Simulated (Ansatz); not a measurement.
This geometry of Cl3HOSn + FH (8 atoms, charge 0, multiplicity 1) is a first-order saddle point.

All numbers below come from Ansatz, RKS PBE0/def2-SVP.

```xyz
8
Properties=species:S:1:pos:R:3
Sn 0.119 -0.232 -0.057
O 0.098 -0.084 2.031
H -0.742 0.055 2.487
Cl 2.150 0.316 -1.016
Cl -1.203 1.682 -0.346
Cl -1.186 -1.871 -1.055
F 1.090 -1.830 1.103
H 0.640 -1.160 1.910
```

Q: Which two structures does it join? (They come from a converged band through this point; their orientation in space is the band's.)

A: Bonds broken: F7–H8. Bonds formed: O2–H8. Cl3HOSn + FH becomes Cl3FH2OSn.

First end point:

```xyz
8
Properties=species:S:1:pos:R:3
Sn -0.008 -0.127 -0.015
O -0.090 -0.210 1.975
H -0.637 0.467 2.390
Cl 2.086 0.364 -0.867
Cl -1.312 1.781 -0.385
Cl -1.110 -1.854 -1.091
F 1.205 -1.998 1.147
H 0.831 -1.548 1.901
```

Last end point:

```xyz
8
Properties=species:S:1:pos:R:3
Sn 0.440 -0.145 -0.093
O -0.567 -0.444 2.043
H -1.212 -1.163 1.970
Cl 1.743 -0.115 -2.027
Cl -0.219 2.064 0.152
Cl -1.214 -1.713 -0.643
F 1.794 -0.796 1.143
H 0.201 -0.813 2.510
```

Q: How far does it lie above each of them?

A: 0.145 eV above the first and 0.577 eV above the second. This is the barrier of this one path; another mechanism may lie lower. The orbitals stay closed-shell, which can raise the energy where a bond breaks towards radicals; this wasn't checked here.

Run time: 99 s on 4 threads of AMD EPYC 9R45 (Zen 5) (shared host), peak memory 0.36 GiB.
